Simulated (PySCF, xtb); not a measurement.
I₃In, SMILES [In-]([I])([I])[I], charge -1, multiplicity 2.

Harmonic wavenumbers (cm⁻¹) from GFN2-xTB run with xtb at its own minimum, in rising order: 36, 36, 40, 133, 158, 158.

Problem. What does PBE0-D3(BJ)/def2-SVPD (PySCF) give at its own minimum? (An estimate is asked for; the answer gives what the named calculation found.)

Solution. 35, 35, 47, 131, 160, 160. Paired by order, the mean absolute difference is 2 cm⁻¹ and the zero-point energies are 0.8 and 0.8 kcal/mol.
